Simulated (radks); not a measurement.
Species: La28+. Configuration: [Ar] 3d10 4s1 (the NIST ground configuration).

All-electron calculation, scalar-relativistic Kohn-Sham, PBE, spin-unpolarised, spherical densities, point nucleus. Program: a radial shooting solver on a logarithmic mesh with Libxc functionals.

Energy parts (eV):
total: -220291.81
kinetic: 233568.80
electron-nucleus: -503834.91
Hartree: 54615.67
exchange-correlation: -4641.37

Orbitals (lengths in bohr, moments of r in powers of bohr; <r^-3> diverges for s and p1/2; r(max) is where P^2 peaks):
| orbital | occ. | eigenvalue (eV) | <r^-3> | <r> | r(max) | <r^4> |
|---|---|---|---|---|---|---|
| 1s | 2 | -39721.37 | - | 0.02506 | 0.01608 | 1.916e-06 |
| 2s | 2 | -7111.179 | - | 0.1072 | 0.09083 | 0.0003152 |
| 2p | 6 | -6475.396 | 7523 | 0.09400 | 0.07302 | 0.0002294 |
| 3s | 2 | -2203.482 | - | 0.2805 | 0.2580 | 0.01204 |
| 3p | 6 | -1999.786 | 1554 | 0.2773 | 0.2519 | 0.01230 |
| 3d | 10 | -1713.739 | 216.2 | 0.2522 | 0.2063 | 0.009717 |
| 4s | 1 | -1023.888 | - | 0.5749 | 0.5629 | 0.1903 |
| 4p | 0 | -947.9284 | 477.2 | 0.5878 | 0.5754 | 0.2134 |
| 5s | 0 | -594.4944 | - | 0.9733 | 1.006 | 1.499 |

The highest occupied level is 4s at -1023.9 eV. For comparison, the ionisation energy in NIST's Atomic Spectra Database is 1039.1 eV (semi-empirical). In exact Kohn-Sham theory the highest level is minus the ionisation energy, but local and semilocal functionals leave it too shallow, through self-interaction and a potential that decays too fast; potentials with the right tail come closer.

Beside tabulated values, note that spin-unpolarised runs miss the spin-polarisation part of the exchange energy of open shells.
